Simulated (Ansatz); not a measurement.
Geometry optimisation, Ansatz, RKS PBE-D4/def2-SVP.

The input (input.yaml):

```yaml
crystal:
  periodic: [false, false, false]
  atoms:
    - { symbol: "N", position_ang: [0.7257, 1.1561, 0.7758] }
    - { symbol: C, position_ang: [0.4211, 0.0135, -0.0061] }
    - { symbol: O, position_ang: [1.4629, -0.904, -0.0063] }
    - { symbol: "N", position_ang: [-0.7323, -0.5619, 0.3566] }
    - { symbol: Si, position_ang: [-0.9347, -0.1273, -1.2946] }
    - { symbol: H, position_ang: [1.5541, 1.6263, 0.441] }
    - { symbol: H, position_ang: [0.9036, 0.9159, 1.7256] }
    - { symbol: H, position_ang: [1.1901, -1.7383, 0.3296] }
    - { symbol: H, position_ang: [-1.3358, 0.1234, 0.9404] }
    - { symbol: H, position_ang: [-2.0684, 0.8379, -1.2545] }
    - { symbol: H, position_ang: [-1.1208, -1.3987, -1.9869] }
basis:
  gaussian: { orbitals: def2-SVP }
hamiltonian:
  xc: pbe
  dispersion: d4
relax:
  f_tol: 0.015
  max_steps: 40
```

Launched with:

```bash
$ ansatz run input.yaml --threads 2 --pin off --max-ram 3072MiB --backend cpu --events-out ev --progress --plain --runs-dir out
```

Problem. Where does it end, and by what steps?

Solution. The run converged. After 12 steps the energy has fallen by 0.992 eV; H9 moved furthest, 0.56 Å.

| step | energy less start (eV) | largest force component (eV/Å) | accepted |
| --- | --- | --- | --- |
| 0 | 0.0000 | 4.910 | yes |
| 1 | -0.7636 | 1.925 | yes |
| 2 | -0.9273 | 0.434 | yes |
| 3 | -0.9409 | 0.603 | yes |
| 4 | -0.9752 | 0.279 | yes |
| 5 | -0.9816 | 0.148 | yes |
| 6 | -0.9810 | 0.338 | no |
| 7 | -0.9880 | 0.075 | yes |
| 8 | -0.9904 | 0.122 | yes |
| 9 | -0.9359 | 0.933 | no |
| 10 | -0.9913 | 0.120 | yes |
| 11 | -0.9914 | 0.061 | yes |
| 12 | -0.9916 | 0.014 | yes |

```xyz
11
Properties=species:S:1:pos:R:3
N 0.653 1.227 0.694
C 0.405 -0.069 0.138
O 1.516 -0.923 0.243
N -0.858 -0.708 0.495
Si -0.964 -0.129 -1.183
H 1.360 1.714 0.130
H 1.084 1.100 1.625
H 1.144 -1.827 0.277
H -1.364 -0.313 1.297
H -1.775 1.093 -1.499
H -1.135 -1.223 -2.194
```

Whether the end is a true minimum wasn't checked by a vibrational analysis.

Time of the run: 30 s on 2 threads of Arm Neoverse V1 (shared host), peak memory 0.15 GiB.
